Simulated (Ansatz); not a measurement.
Computed with Ansatz on PBE0-D4/def2-TZVP structures; ΔE is electronic, products minus reactants. CBS: MP2 limit from def2 TZ/QZ plus the TZ coupled-cluster correction, frozen cores. Functionals use def2-TZVPP. For Se outer-core shells are correlated without core-valence functions, which leaves a few kJ/mol of doubt a bond. Scalar relativity is left out up to krypton. Each species was taken in one conformer, which may not be the lowest.

`F[SiH](F)[SeH]` + `O[SiH2]F` → `F[SiH2]O[SiH](F)F` + H₂Se  (ligand exchange at the Si–Se bond)

`F[SiH](F)[SeH]`:

```xyz
6

F     1.402    0.482    0.873
Si   -0.113    0.314    0.439
F    -0.453    1.607   -0.412
Se   -0.418   -1.561   -0.762
H    -0.967    0.274    1.637
H     0.551   -1.117   -1.775
```

`O[SiH2]F`:

Z-matrix (Å, degrees):
```
Si
F 1 1.596
O 1 1.630 2 111.0
H 1 1.482 2 106.0 3 121.4
H 1 1.474 2 108.2 3 -116.3
H 3 0.958 1 119.1 2 71.8
```

`F[SiH2]O[SiH](F)F`:

Z-matrix (Å, degrees):
```
Si
O 1 1.626
F 1 1.590 2 108.4
H 1 1.476 2 110.2 3 117.8
H 1 1.475 2 108.4 3 -117.1
Si 2 1.605 1 155.1 3 -80.7
F 6 1.581 2 109.8 1 -1.9
F 6 1.578 2 108.8 1 -118.9
H 6 1.463 2 111.7 1 120.1
```

H₂Se:

Cartesian coordinates in Å:
```
Se -0.263 -0.024 -0.631
H -0.397 -0.857 0.569
H 0.659 0.881 0.062
```

CCSD(T)/CBS gives -18.4 kcal/mol.

Task: Another level gave -19.5 kcal/mol. Which?
A. BHLYP-D4/def2-TZVPP
B. PBE0/def2-TZVPP
C. PBE-QIDH/def2-TZVPP
D. CCSD(T)/def2-TZVPP

Result: D. CCSD(T)/def2-TZVPP -19.5, PBE-QIDH -17.7, PBE0 -15.7, BHLYP-D4 -21.3 kcal/mol.

Largest T1 diagnostic among the species: 0.012.

From PBE to PBE0 (25 % exact exchange), in def2-TZVPP and without D4, ΔE moves by −1.9 kcal/mol. In def2-TZVPP, CCSD(T) changes the Hartree–Fock value by +4.6 kcal/mol (the triples alone add +0.9 kcal/mol) and MP2 by +5.7 kcal/mol. At CCSD(T), def2-SVP lies −1.3 kcal/mol from the extrapolated value and def2-TZVPP −1.1 kcal/mol.
